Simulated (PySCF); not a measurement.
C₅H₈Si.
Atom-mapped SMILES: `[CH2:1]=[C:2]=[C:3]=[CH:4][CH2:5][SiH3:6]` (hydrogens: H7, H8 on C1; H9 on C4; H10, H11 on C5; H12, H13, H14 on Si6)

Torsions of this conformer, `[CH2:1]=[C:2]=[C:3]=[CH:4][CH2:5][SiH3:6]`: C3–C4–C5–Si6 102°.

The closed-shell ground state was solved at several levels (PySCF, density fitting, gas phase, non-relativistic). Isolated species at its PBE0-D3(BJ)/def2-SVP geometry (one conformer only).

| level | basis functions | HOMO (eV) | LUMO (eV) | gap (eV) | dipole (D) |
| --- | --- | --- | --- | --- | --- |
| PBE0/STO-3G | 42 | -4.45 | 1.50 | 5.95 | 0.98 |
| PBE0/def2-TZVP | 240 | -6.59 | -1.48 | 5.11 | 0.72 |
| BP86/pcSseg-1 | 149 | -5.77 | -2.39 | 3.38 | 0.68 |
| PBE/pcSseg-1 | 149 | -5.67 | -2.29 | 3.38 | 0.67 |
| PBE0/6-31G* | 104 | -6.34 | -1.13 | 5.21 | 0.67 |
| LDA/pcSseg-1 | 149 | -5.85 | -2.51 | 3.34 | 0.68 |
| PBE0/def2-SVP | 128 | -6.55 | -1.38 | 5.17 | 0.64 |
| PBE0/6-31G | 74 | -6.35 | -1.08 | 5.27 | 0.65 |
| PBE0/6-311+G(2d,p) | 218 | -6.60 | -1.52 | 5.08 | 0.72 |
| HF/pcSseg-1 | 149 | -8.61 | 2.12 | 10.73 | 0.63 |

Question: Estimate the row for OPBE/pcSseg-1, a basis of 149 functions; the other rows only guide the guess.

Answer: HOMO -5.63 eV, LUMO -2.21 eV, gap 3.42 eV, dipole 0.68 D.

Question: Over all these levels, which gives the widest orbital gap and which the narrowest?

Answer: HF/pcSseg-1 (Hartree–Fock, all exact exchange) has the widest, 10.73 eV, and LDA/pcSseg-1 (LDA) the narrowest, 3.34 eV. The two share the basis. From the narrowest to the widest the HOMO moves by -2.76 eV and the LUMO by +4.63 eV.

Question: How much does the basis alone move the frontier levels among the 6 PBE0 rows?

Answer: The HOMO by 2.15 eV and the LUMO by 3.02 eV. By rising basis size (HOMO, LUMO in eV): STO-3G -4.45, 1.50; 6-31G -6.35, -1.08; 6-31G* -6.34, -1.13; def2-SVP -6.55, -1.38; 6-311+G(2d,p) -6.60, -1.52; def2-TZVP -6.59, -1.48.

Question: How far do the dipole and the HOMO energy spread over the levels?

Answer: The dipole runs from 0.63 to 0.98 D (mean 0.70 D) and the HOMO from -8.61 to -4.45 eV.
